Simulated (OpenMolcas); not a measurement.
## Ti2+: the spin-orbit constant, Racah parameters, worked from levels

```
Program             : OpenMolcas
Basis               : ANO-RCC-VQZP [7s6p4d3f2g1h]
Scalar Hamiltonian  : DKH2, point nucleus
Active space        : 8 electrons in 8 orbitals (RAS1 3p, at most 2 holes; RAS2 3d)
State averaging     : 2S+1 = 3 even, 10 roots; 2S+1 = 1 even, 15 roots
Spin-orbit coupling : state interaction with AMFI integrals over the reference wave functions, term energies averaged over their components
```

Methods: RASSCF; SS-RASPT2, IPEA 0.25 Eh, imaginary shift 0.1 Eh (closed shells correlated: 3s). Measured levels: Corliss and Sugar, J. Phys. Chem. Ref. Data 8, 1 (1979).

**The spin-orbit constant.** For the Hund term 3F of d2, E(J) = (A/2) J(J+1) + constant and ζ = 2S·A = 2A. From J = 2 to J = 4 the energy changes by 7 A.

```json
{"Source": "RASSCF", "E(4) - E(2)": "492.0", "A": "70.3", "ζ": "141"}
{"Source": "SS-RASPT2", "E(4) - E(2)": "492.8", "A": "70.4", "ζ": "141"}
{"Source": "measured", "E(4) - E(2)": "420.4", "A": "60.1", "ζ": "120"}
```

All in cm-1. SS-RASPT2 is off by +17.2 % and RASSCF by +17.0 %. Both methods take the spin-orbit matrix elements from the reference wave functions, so the second can move ζ only through the term energies and any multistate remixing. Second-order mixing with other terms is absorbed into this ζ.

**Racah parameters.** Above 3F, d2 has 3P at 15B, 1G at 12B + 2C and 1D at 5B + 2C. The first two fix B and C, and the third tests them; where it misses by thousands of cm-1, two parameters do not describe the configuration (Trees and configuration-interaction terms are left out) and B and C hang on the terms chosen. Term energies are centres of gravity, weighted by 2J + 1.

| Source | 3P | 1G | B | C | C/B | 1D from B, C | 1D found |
| --- | --- | --- | --- | --- | --- | --- | --- |
| RASSCF | 12910 | 18204 | 861 | 3938 | 4.57 | 12181 | 10229 |
| SS-RASPT2 | 10751 | 13986 | 717 | 2693 | 3.76 | 8971 | 8067 |
| measured | 10420 | 14156 | 695 | 2910 | 4.19 | 9295 | 8232 |

Energies in cm-1. From RASSCF to SS-RASPT2, B changes by -16.7 % and C by -31.6 %. Against the measured terms, SS-RASPT2 has B off by +3.2 % and C by -7.5 %.

CASPT2 does not keep the components of a term degenerate, so their means are used; among the terms shown or strongly mixed into the levels shown the widest spread is 450 cm-1 (3d2 3F, SS-RASPT2). Active for correlation alone: 3p; no level in the range computed is led by a configuration that opens it, so any true level of that kind is missing. Without dynamic correlation excited terms often stand tens of per cent too high (terms of higher spin than the ground term too low), and those without a measured partner can miss by more than the paired ones (holds for RASSCF). Computed and measured levels are paired by configuration, term and J; levels that our copy of the source lacks, or whose pairing is in doubt (as where it misses far off the trend of its configuration), stay unpaired and out of the deviations. Levels of configurations outside the active space are missing.
